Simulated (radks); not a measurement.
Valence configurations of the europium ion Eu2+ (all share [Xe]). Calculated with a radial shooting solver on a logarithmic mesh with Libxc functionals: scalar-relativistic Kohn-Sham, PBE, spin-unpolarised, spherical densities, point nucleus. Energies are relative to 4f7; eigenvalues in eV.

[
 {"valence": "4f7", "E (eV)": "0.000", "e(4f)": "-16.149", "e(5d)": "-", "e(6p)": "-", "e(6s)": "-"},
 {"valence": "4f6.5 5d0.5", "E (eV)": "1.774", "e(4f)": "-18.937", "e(5d)": "-14.395", "e(6p)": "-", "e(6s)": "-"},
 {"valence": "4f6.5 6s0.5", "E (eV)": "1.816", "e(4f)": "-20.173", "e(5d)": "-", "e(6p)": "-", "e(6s)": "-15.018"},
 {"valence": "4f6.5 6p0.5", "E (eV)": "3.903", "e(4f)": "-20.765", "e(5d)": "-", "e(6p)": "-11.199", "e(6s)": "-"},
 {"valence": "4f6 5d1", "E (eV)": "4.625", "e(4f)": "-21.983", "e(5d)": "-15.165", "e(6p)": "-", "e(6s)": "-"},
 {"valence": "4f6 6s1", "E (eV)": "5.270", "e(4f)": "-24.617", "e(5d)": "-", "e(6p)": "-", "e(6s)": "-15.985"},
 {"valence": "4f6 6p1", "E (eV)": "9.690", "e(4f)": "-25.789", "e(5d)": "-", "e(6p)": "-12.225", "e(6s)": "-"},
 {"valence": "4f5.5 6s1.5", "E (eV)": "10.553", "e(4f)": "-29.418", "e(5d)": "-", "e(6p)": "-", "e(6s)": "-16.958"},
 {"valence": "4f5 5d2", "E (eV)": "14.024", "e(4f)": "-28.717", "e(5d)": "-16.699", "e(6p)": "-", "e(6s)": "-"},
 {"valence": "4f5 6s2", "E (eV)": "17.836", "e(4f)": "-34.530", "e(5d)": "-", "e(6p)": "-", "e(6s)": "-17.905"}
]

NIST lists [Xe] 4f7 as the ground configuration; this level of theory agrees among the configurations tried. The energies are those of spherical spin-averaged densities, not of single terms.
